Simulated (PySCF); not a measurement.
Compound: C2H8BP.
InChI=1S/C2H8BP/c1-3(2)4/h4H2,1-2H3

Computed, not measured: MP2 and CCSD/aug-cc-pVDZ in PySCF, restricted Hartree–Fock reference, frozen core, non-relativistic, gas phase, PBE0-D3(BJ)/def2-SVP geometry.

E(HF) = -445.83694 Eh.

**Question.** How large is the problem?

**Answer.** 168 basis functions and 40 electrons; 8 orbitals frozen, which leaves o = 12 correlated occupied and v = 148 virtual orbitals. That is o·v = 1776 singles and o·v(o·v + 1)/2 = 1577976 distinct closed-shell doubles amplitudes before symmetry; the costliest CCSD step grows as o²v⁴ = 6.9 × 10^10.

**Question.** What are the MP2 and CCSD correlation energies?

**Answer.** MP2 -0.5219 Eh and CCSD -0.5858 Eh, which gives totals of -446.35883 and -446.42277 Eh. That is 0.664 eV for each correlated electron at CCSD (1538 kJ/mol in all, 0.131 % of the total energy); MP2 gives 89.1 % of the CCSD value.

**Question.** What is the T1 diagnostic?

**Answer.** 0.0134, below the customary warning level of 0.02. It is the norm of the spatial-orbital singles amplitudes over the root of the number of correlated electrons, so the norm is 0.066.

**Question.** How does correlation change the dipole moment?

**Answer.** HF gives 1.35 D and CCSD (unrelaxed density) 1.08 D, a change of -0.27 D.

Connected triples and the basis-set limit are missing.

Conformer computed: `[CH3:1][B:2]([CH3:3])[PH2:4]`: H–P4–B2–C1 47°, H–P4–B2–C1 148°.

One conformer stands for the species.
